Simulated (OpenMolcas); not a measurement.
## Levels of C I by method

```
Program             : OpenMolcas
Basis               : ANO-RCC-VDZP [3s2p1d]
Scalar Hamiltonian  : DKH2, point nucleus
Active space        : 4 electrons in 4 orbitals (2s 2p)
State averaging     : 2S+1 = 3 even, 6 roots (3 in the spin-orbit step); 2S+1 = 1 even, 6 roots kept (CI in the orbitals of an earlier block); 2S+1 = 5 odd, 1 root; 2S+1 = 3 odd, 8 roots kept (CI in the orbitals of an earlier block)
Spin-orbit coupling : state interaction with AMFI integrals over the reference wave functions, term energies averaged over their components
```

Methods on the same reference wave functions:
A. CASSCF
B. SS-CASPT2, IPEA 0.25 Eh, imaginary shift 0.1 Eh (closed shells correlated: 1s)

Energies in cm-1 above 2s2 2p2 3P0, the measured ground level; measured values from NIST Handbook of Basic Atomic Spectroscopic Data.

```
       Level      A      B  Measured
 2s2 2p2 3P0    0.0    0.0       0.0
 2s2 2p2 3P1   14.4   14.4      16.4
 2s2 2p2 3P2   43.1   43.1      43.4
 2s2 2p2 1D2  12868  11330     10193
 2s2 2p2 1S0  21669  22280     21648
2s 2p3 5S* 2  23462  29100     33735
2s 2p3 3D* 2  69246  64950     64091
2s 2p3 3D* 1  69246  64950     64090
2s 2p3 3D* 3  69246  64950     64087
2s 2p3 3P* 0  82457  78640     75256
2s 2p3 3P* 1  82457  78640     75254
2s 2p3 3P* 2  82457  78640     75255
```

Deviations, from unrounded energies. A percentage is the sum of absolute deviations over the sum of measured energies, with the sign that they share, or ± where signs differ.

```tsv
Against measurement	Levels	A	B
mean absolute deviation (cm-1)	11	4500	1700
fine structure of the ground term (%)	2	-3.9	-3.9
other terms of the ground configuration (%)	2	+8.5	+5.5
other configurations (%)	7	±10.5	±3.8
```

B lies closest to measurement on these levels. The largest miss of B in the table is 2s 2p3 5S* 2, by -4600 cm-1. The ranking rests on the paired levels alone, and a cruder setting can come out closer through cancelling errors.

From A to B the spin-free energies of the other terms of 2s2 2p2 shown, above 3P, scale by factors of 0.88 to 1.03.

The lowest spin-free term lies below A's lowest term by 0.053 hartree in B.

CASPT2 breaks the degeneracy within a term, and the mean is taken; among the terms shown or strongly mixed into the levels shown the widest spread is 700 cm-1 (2s 2p3 3D*, B). Terms from blocks run as CI alone lack orbitals of their own. Without dynamic correlation excited terms often stand tens of per cent too high (terms of higher spin than the ground term too low), and those without a measured partner can miss by more than the paired ones (holds for A). Measured partners are found by configuration, term and J. A level has none where our copy of the source lacks it or the pairing is in doubt (some pairs that miss far off the trend of their configuration count as doubtful), and it then counts in no deviation. Only configurations of the active space appear.

* marks odd parity.
